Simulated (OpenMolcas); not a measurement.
**Mn IV: Racah parameters, the spin-orbit constant, worked from levels**

* Program: OpenMolcas
* Basis: ANO-RCC-VQZP [7s6p4d3f2g1h]
* Scalar Hamiltonian: DKH2, point nucleus
* Active space: 4 electrons in 10 orbitals (3d 4d)
* State averaging: 2S+1 = 5 even, 5 roots; 2S+1 = 3 even, 45 roots; 2S+1 = 1 even, 44 roots
* Spin-orbit coupling: state interaction with AMFI integrals over the reference wave functions, term energies averaged over their components

Methods: CASSCF; MS-CASPT2, IPEA 0.25 Eh, imaginary shift 0.1 Eh (closed shells correlated: 3s 3p). Measured levels: Corliss and Sugar, J. Phys. Chem. Ref. Data 6, 1253 (1977).

**Racah parameters.** Above ⁵D, d4 has ³G at 9B + 4C, ³H at 4B + 4C and ³D at 16B + 4C. The first two fix B and C, and the third tests them; where it misses by thousands of cm-1, two parameters do not describe the configuration (Trees and configuration-interaction terms are left out) and B and C hang on the terms chosen. Term energies are centres of gravity, weighted by 2J + 1.

| Source | ³G | ³H | B | C | C/B | ³D from B, C | ³D found |
| --- | --- | --- | --- | --- | --- | --- | --- |
| CASSCF | 28718 | 22684 | 1207 | 4464 | 3.70 | 37168 | 37097 |
| MS-CASPT2 | 25559 | 21139 | 884 | 4401 | 4.98 | 31748 | 31545 |
| measured | 25153 | 20960 | 839 | 4401 | 5.25 | 31028 | 30911 |

Energies in cm-1. From CASSCF to MS-CASPT2, B changes by -26.8 % and C by -1.4 %. Against the measured terms, MS-CASPT2 has B off by +5.4 % and C by 0 %.

**The spin-orbit constant.** For the Hund term ⁵D of d4, E(J) = (A/2) J(J+1) + constant and ζ = 2S·A = 4A. From J = 0 to J = 4 the energy changes by 10 A.

```tsv
Source	E(4) - E(0)	A	ζ
CASSCF	954.4	95.4	382
MS-CASPT2	957.1	95.7	383
measured	885.8	88.6	354
```

All in cm-1. MS-CASPT2 is off by +8.0 % and CASSCF by +7.7 %. Both methods take the spin-orbit matrix elements from the reference wave functions, so the second can move ζ only through the term energies and any multistate remixing. Second-order mixing with other terms is absorbed into this ζ.

CASPT2 breaks the degeneracy within a term, and the mean is taken; among the terms shown or strongly mixed into the levels shown the widest spread is 280 cm-1 (3d⁴ ³G, MS-CASPT2). Active for correlation alone: 4d; no level in the range computed is led by a configuration that fills it, so any true level of that kind is missing. Without dynamic correlation excited terms often stand tens of per cent too high (terms of higher spin than the ground term too low), and those without a measured partner can miss by more than the paired ones (holds for CASSCF). Measured partners are found by configuration, term and J. A level has none where our copy of the source lacks it or the pairing is in doubt (some pairs that miss far off the trend of their configuration count as doubtful), and it then counts in no deviation. Only configurations of the active space appear.
